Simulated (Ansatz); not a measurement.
Start from `CB[SiH]([SiH3])Cl` and change one atom or group to get `CC[SiH]([SiH3])Cl`.

Ansatz, PBE0-D4/def2-TZVP geometries, multiplicity 1. Each molecule was computed in one conformer, which needn't be the lowest.

```csv
property,`CB[SiH]([SiH3])Cl`
HOMO energy (ωB97M-V/def2-TZVPP) / eV,-9.62
LUMO energy (PBE0/def2-TZVPP) / eV,-2.16
HOMO–LUMO gap (B3LYP/def2-TZVPP) / eV,5.07
size of the dipole moment (ωB97M-V/def2-TZVPP) / D,1.68
LUMO energy (PBE/def2-TZVPP) / eV,-3.08
HOMO–LUMO gap (PBE0/def2-TZVPP) / eV,5.43
```

Question: Give the same properties after the change, and the shifts. (Best estimate.)

Answer: The calculation gave: 
```json
{"property": "HOMO energy (ωB97M-V/def2-TZVPP) / eV", "`CC[SiH]([SiH3])Cl`": "-9.93", "shift": "-0.31"}
{"property": "LUMO energy (PBE0/def2-TZVPP) / eV", "`CC[SiH]([SiH3])Cl`": "-0.19", "shift": "1.97"}
{"property": "HOMO–LUMO gap (B3LYP/def2-TZVPP) / eV", "`CC[SiH]([SiH3])Cl`": "7.33", "shift": "2.26"}
{"property": "size of the dipole moment (ωB97M-V/def2-TZVPP) / D", "`CC[SiH]([SiH3])Cl`": "1.80", "shift": "0.12"}
{"property": "LUMO energy (PBE/def2-TZVPP) / eV", "`CC[SiH]([SiH3])Cl`": "-1.06", "shift": "2.02"}
{"property": "HOMO–LUMO gap (PBE0/def2-TZVPP) / eV", "`CC[SiH]([SiH3])Cl`": "7.69", "shift": "2.26"}
```

With PBE0 the HOMO falls by 0.29 eV and the LUMO rises by 1.97 eV, so the gap widens by about 2.26 eV. PBE moves the HOMO by -0.27 eV and ωB97M-V by -0.31 eV. Dipoles are sizes alone; their direction can turn.

B3LYP here is the variant with VWN-RPA as its local correlation; programs differ in this.
